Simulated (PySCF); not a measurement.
Geometry:
```tsv
atom	x (Å)	y (Å)	z (Å)
C1	3.376	0.019	-0.104
C2	1.960	-0.483	0.019
O3	1.704	-1.651	0.232
C4	0.930	0.545	-0.138
P5	1.271	2.266	-0.469
C6	-0.411	2.519	-0.457
O7	-1.169	1.434	-0.230
C8	-0.434	0.337	-0.053
C9	-1.141	-0.917	0.204
C10	-2.477	-1.152	-0.462
C11	-2.425	-0.884	1.001
H12	4.073	-0.806	0.020
H13	3.565	0.776	0.656
H14	3.518	0.478	-1.081
H15	-0.958	3.434	-0.606
H16	-0.479	-1.759	0.335
H17	-2.852	-0.373	-1.109
H18	-2.691	-2.152	-0.803
H19	-2.767	0.077	1.355
H20	-2.601	-1.697	1.687
```

Calculated, not measured (PySCF 2.14): shieldings: GIAO PBE0/pcSseg-1, GFN2-xTB structure. Isolated molecule, fast rotation and ring inversion assumed for equivalent nuclei, one computed conformer, no relativistic terms.

Predict the 2D correlation tables (HSQC, COSY, HMBC).

## Answers



HSQC (one-bond C–H):
```
                δH              δC
        8.47 (H15)      183.8 (C6)
        4.54 (H16)       14.0 (C9)
2.78 (H12/H13/H14)       34.6 (C1)
    1.13 (H18/H20)  13.7 (C10/C11)
    1.09 (H17/H19)  13.7 (C10/C11)
```

COSY cross peaks (H two or three bonds apart, from the bond graph; peaks can be absent where the dihedral angle is near 90°):
```
            δH              δH
    4.54 (H16)  1.13 (H18/H20)
    4.54 (H16)  1.09 (H17/H19)
1.13 (H18/H20)  1.09 (H17/H19)
```

HMBC (two and three bonds, from the bond graph):
```
                δH                                      δC
        8.47 (H15)                  180.0 (C8), 137.9 (C4)
        4.54 (H16)  180.0 (C8), 137.9 (C4), 13.7 (C10/C11)
2.78 (H12/H13/H14)                  198.9 (C2), 137.9 (C4)
    1.13 (H18/H20)   180.0 (C8), 14.0 (C9), 13.7 (C10/C11)
    1.09 (H17/H19)   180.0 (C8), 14.0 (C9), 13.7 (C10/C11)
```

δ = σ(ref) − σ, references computed at the same level: ¹H (31.72 ppm) and ¹³C (186.93 ppm) vs TMS.

Shifts are as computed. Against solution values, carbons near 30 ppm lie about +3 ppm off and those near 130 ppm about +5 ppm. Of 1211 compounds with measured shifts, 218 miss one by over three times the rms of a fit or turn the order of signals round; such compounds aren't used in these exercises.
